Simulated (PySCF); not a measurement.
**Spectroscopy problems**

- coordinates at the GFN2-xTB level
- shielding tensors at PBE0/pcSseg-1 (GIAO)
- program: PySCF 2.14
- non-relativistic Hamiltonian, one computed conformer, averaged over atoms made equivalent by symmetry, fast rotation or ring inversion, gas phase

Shifts are taken against calculated references (same method and geometry level): $^{1}$H (σref 31.72) and $^{13}$C (σref 186.93) vs TMS. Where no couplings were computed, multiplicities follow the n + 1 count of equivalent neighbours, and m marks all less simple cases (inequivalent or close neighbours, rings, F or P nearby). Shifts are as computed. Against solution values, carbons near 30 ppm lie about +3 ppm off and those near 130 ppm about +5 ppm. Of 1211 compounds with measured shifts, 218 miss one by over three times the rms of a fit or turn the order of signals round; such compounds aren't used in these exercises.

Q: C9H14. $^{1}$H NMR (600 MHz, computed): δ 2.59 (s, 2H), 2.06 (s, 6H), 1.94 (s, 6H). $^{13}$C{$^{1}$H} NMR (computed): δ 143.2 (C), 140.4 (C), 52.5 (CH2), 15.9 (CH3), 13.5 (CH3). Identify the compound.

A: tetramethylcyclopentadiene (SMILES C1(C)=C(C)CC(C)=C1C). Rings plus π bonds: 3 (1 ring in the answer). 5 carbon signals for 9 carbons: some carbons are equivalent by symmetry or fast rotation. Carbon types of the structure: 4 × C, 1 × CH2, 4 × CH3, which accounts for all hydrogens. δC 143.2, 140.4: fully substituted alkene carbon; the olefinic region. δC 52.5: allylic sp3 CH2; saturated and bonded to C and H only. δH 2.59: hydrogen on an allylic sp3 CH2; allylic position. δH 2.06, 1.94: hydrogen on an allylic methyl carbon; allylic position.

The data come from this structure; uniqueness wasn't tested.

Q: C9H14. $^{1}$H NMR (600 MHz, computed): δ 6.24 (m, 1H), 5.51 (m, 1H), 2.75 (m, 1H), 2.45 (m, 1H), 1.66 (m, 1H), 1.40 (m, 1H), 1.09 (d, 3H), 1.05 (d, 3H), 0.56 (m, 1H), -0.37 (m, 1H). $^{13}$C{$^{1}$H} NMR (computed): δ 143.4 (CH), 136.1 (CH), 43.1 (CH), 41.2 (CH2), 36.4 (CH), 35.8 (CH), 25.9 (CH), 24.5 (CH3), 23.8 (CH3). What is it?

A: SMILES CC(C)[C@@H]1[C@H]2C=CC[C@H]21. The formula gives 3 degrees of unsaturation (2 rings in the answer). 9 carbon signals for 9 carbons: no two carbons are equivalent. Carbon types of the structure: 6 × CH, 1 × CH2, 2 × CH3, which accounts for all hydrogens. δC 143.4, 136.1: alkene CH; the olefinic region. δC 41.2: allylic sp3 CH2; a saturated carbon with 2 carbon neighbours and no heteroatom attached. δC 36.4: sp3 CH; saturated and bonded to C and H only. δH 0.56: hydrogen on an sp3 CH; far from electronegative atoms and π systems.

The shifts were computed for this structure.
